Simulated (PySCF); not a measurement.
## Finite-field polarisability of Al (aluminium, neutral)

[Ne] 3s2 3p1, 2P determinant. Computed with PySCF 2.14 in def2-QZVPPD (10s6p5d2f1g, 76 functions), with no relativity, point nucleus. Frozen: [Ne]. Energy changes in a uniform field (μhartree):

| axis | F (au) | HF | MP2 | CCSD | CCSD(T) |
| --- | --- | --- | --- | --- | --- |
| x | 0.002 | -103.840 | -101.953 | -99.300 | -99.297 |
| x | 0.004 | -415.547 | -407.994 | -397.381 | -397.367 |
| y | 0.0016 | -101.448 | -98.047 | -95.032 | -94.966 |
| y | 0.0032 | -406.752 | -393.019 | -380.949 | -380.677 |

By symmetry the remaining axis equals x.

Question: Derive α along x at CCSD(T) from the two fields.

Answer: With ΔE = −αF²/2 − γF⁴/24, α = −(16 ΔE(F) − ΔE(2F))/(6F²) = 49.64 bohr³.

Question: And the mean polarisability at each level?

Answer: The components xx, yy, zz at CCSD(T) are 49.64, 74.14, 49.64, the third axis being equal by symmetry to one of the two computed. Means: HF 61.01, MP2 59.49, CCSD 57.83, CCSD(T) 57.81 bohr³. Reference: 57.8 ± 1 bohr³ (recommended; Schwerdtfeger and Nagle, table of static dipole polarizabilities (2023 update)).
